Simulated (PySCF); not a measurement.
Ge(H)(Et)(OMe)2, SMILES C[CH2][GeH]([O]C)[O]C (C4H12GeO2) at its GFN2-xTB optimised geometry (Å):

```
19

Ge    -1.0591    -0.6057     0.0000
C      0.9334    -0.6057     0.0000
C      1.5349    -1.9867    -0.2166
O     -1.7963     1.0153     0.0000
C     -1.8932     1.8949     1.0966
O     -1.5031    -1.2476    -1.5669
C     -2.7791    -1.1701    -2.1727
H     -1.7548    -1.3887     1.1283
H      1.2897    -0.1858     0.9423
H      1.2485     0.0687    -0.7982
H      2.6217    -1.9262    -0.2455
H      1.1820    -2.4044    -1.1555
H      1.2472    -2.6624     0.5855
H     -2.2325     1.3825     2.0000
H     -2.6217     2.6624     0.8288
H     -0.9331     2.3732     1.3045
H     -2.6512    -1.4532    -3.2188
H     -3.1825    -0.1582    -2.1185
H     -3.4818    -1.8588    -1.6981
```

Method: PBE0/def2-SVP (PySCF). Cells within 0.4 Å of a nucleus heavier than hydrogen are left out (blank, or x).

Map of the Laplacian of the electron density (e/bohr⁵), clipped to [-1.50, 1.50] on the plane z = 1.0 Å:

```
|88888888888888888888888888888|
|88888888888888888888888888888|
|88888888888888888888888888888|
|88888888888888888888888888888|
|88888888888888888888888888888|
|88888888888888888888888888888|
|88888876899988888888888888888|
|88888861588688888888888888888|
|88888886xx4688888888888888888|
|88888899xx7898888888888888888|
|88888899889988888888888888888|
|88888889999988888888888888888|
|88888888999888888888888888888|
|88888888888888888888888888888|
|88888888888888889668888888888|
|88888888888888888559888888888|
|88888888888888889888888888888|
|88888888857888888998888888888|
|88888888805888888888888888888|
|88888888888888888888888888888|
|88888888888888888888888888888|
|88888888888888888888888888888|
|88888888888888888888888888888|
|88888888888888888888888888888|
|88888888888888888888888888888|
|88888888888888888888888888888|
|88888888888888888888888888888|
|88888888888888888888888888888|
|88888888888888888888888888888|
```
Scale: ten equal steps from -1.50 (start of '0') to 0.279 (end of '9'), in the order '0123456789'; x runs from -5.00 to 5.00, y from -5.00 (bottom) to 5.00 (top).
